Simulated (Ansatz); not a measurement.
Geometry optimisation of C2H5ClF2Si, SMILES `FC(F)(Cl)C[SiH3]`.

```yaml
crystal:
  periodic: [false, false, false]
  atoms:
    - {symbol: F, position_ang: [-1.940855, -0.532518, -0.285217]}
    - {symbol: C, position_ang: [-0.734750, -0.792570, -0.848077]}
    - {symbol: F, position_ang: [-0.312928, -1.984817, -0.358659]}
    - {symbol: Cl, position_ang: [-0.996047, -0.995336, -2.632506]}
    - {symbol: C, position_ang: [0.259341, 0.306016, -0.543933]}
    - {symbol: Si, position_ang: [0.593802, 0.587920, 1.321114]}
    - {symbol: H, position_ang: [-0.111416, 1.251243, -0.988165]}
    - {symbol: H, position_ang: [1.216854, 0.064320, -1.046876]}
    - {symbol: H, position_ang: [-0.665880, 0.992294, 2.029502]}
    - {symbol: H, position_ang: [1.600983, 1.699107, 1.422111]}
    - {symbol: H, position_ang: [1.156396, -0.652559, 1.951106]}
basis:
  gaussian: {orbitals: def2-TZVP}
hamiltonian: {xc: pbe0, dispersion: d4}
relax: {f_tol: 0.005, max_steps: 150}
```

```sh
$ ansatz run in.yaml --threads 4 --pin off --events-out ev --progress --plain --max-ram 10444MiB
```

It prints (some lines left out):

```
Functional definition: PBE0
mean field -27978.31706955 eV, -1028.1841879214 hartree, gradient 2.4e-5 eV, S^2 0.000000; 0 other end points of the search recorded, 0 dependent functions left out
relax step   1: F+E_penalty+E_count = -27978.53422091 eV  Δ(F+E_penalty+E_count) = +0.000e0 eV  max|allowed force component| = 6.395e-1 eV/Å  Δτ_max = 0.0000 Å  (28 SCF iters, accepted)
mean field -27978.35338866 eV, -1028.1855226241 hartree, gradient 1.0e-5 eV, S^2 0.000000; 0 other end points of the search recorded, 0 dependent functions left out
relax step   2: F+E_penalty+E_count = -27978.57158082 eV  Δ(F+E_penalty+E_count) = -3.736e-2 eV  max|allowed force component| = 2.891e-1 eV/Å  Δτ_max = 0.0257 Å  (33 SCF iters, accepted)
mean field -27978.35783922 eV, -1028.1856861793 hartree, gradient 9.9e-6 eV, S^2 0.000000; 0 other end points of the search recorded, 0 dependent functions left out
relax step   3: F+E_penalty+E_count = -27978.57656920 eV  Δ(F+E_penalty+E_count) = -4.988e-3 eV  max|allowed force component| = 7.425e-2 eV/Å  Δτ_max = 0.0130 Å  (33 SCF iters, accepted)
mean field -27978.35795793 eV, -1028.1856905419 hartree, gradient 9.8e-6 eV, S^2 0.000000; 0 other end points of the search recorded, 0 dependent functions left out
relax step   4: F+E_penalty+E_count = -27978.57674971 eV  Δ(F+E_penalty+E_count) = -1.805e-4 eV  max|allowed force component| = 4.636e-2 eV/Å  Δτ_max = 0.0038 Å  (33 SCF iters, accepted)
mean field -27978.35743930 eV, -1028.1856714824 hartree, gradient 9.9e-6 eV, S^2 0.000000; 0 other end points of the search recorded, 0 dependent functions left out
relax step   5: F+E_penalty+E_count = -27978.57617680 eV  Δ(F+E_penalty+E_count) = +5.729e-4 eV  max|allowed force component| = 1.660e-1 eV/Å  Δτ_max = 0.0060 Å  (33 SCF iters, rejected (line search))
mean field -27978.35801061 eV, -1028.1856924776 hartree, gradient 9.9e-6 eV, S^2 0.000000; 0 other end points of the search recorded, 0 dependent functions left out
relax step   6: F+E_penalty+E_count = -27978.57678475 eV  Δ(F+E_penalty+E_count) = -3.504e-5 eV  max|allowed force component| = 1.301e-3 eV/Å  Δτ_max = 0.0014 Å  (34 SCF iters, accepted)
mean field -27978.35801061 eV, -1028.1856924776 hartree, gradient 9.9e-6 eV, S^2 0.000000; 1 other end points of the search recorded, 0 dependent functions left out
Total energy: -27978.57681603 eV, -1028.1937334285 hartree
Atom 0 at    -1.921120    -0.528127    -0.284997 Å, force    -0.000019     0.000672     0.000113 eV/Å
Atom 1 at    -0.725159    -0.781777    -0.844118 Å, force    -0.000909    -0.000815    -0.000087 eV/Å
Atom 2 at    -0.312244    -1.965252    -0.358251 Å, force     0.000521    -0.000001     0.000053 eV/Å
Atom 3 at    -0.988197    -0.986876    -2.597905 Å, force     0.000036     0.000057    -0.000220 eV/Å
Atom 4 at     0.260682     0.306178    -0.537281 Å, force     0.001187     0.001301    -0.001139 eV/Å
Atom 5 at     0.587685     0.581522     1.310252 Å, force    -0.000263    -0.000322     0.001182 eV/Å
Atom 6 at    -0.107996     1.235667    -0.976486 Å, force    -0.000133    -0.000646     0.000416 eV/Å
Atom 7 at     1.202672     0.064046    -1.034063 Å, force    -0.000526    -0.000396     0.000464 eV/Å
Atom 8 at    -0.658354     0.980898     2.007596 Å, force     0.000132    -0.000167    -0.000284 eV/Å
Atom 9 at     1.581880     1.680891     1.404947 Å, force    -0.000135     0.000104    -0.000239 eV/Å
Atom 10 at     1.145652    -0.644071     1.930705 Å, force     0.000109     0.000213    -0.000259 eV/Å
Dipole moment:     0.284504     0.315782     0.050350 e Å
```

It took 32 s on 4 threads of an Arm Neoverse V1 on a shared host, with 0.7 GiB of host memory at the peak.
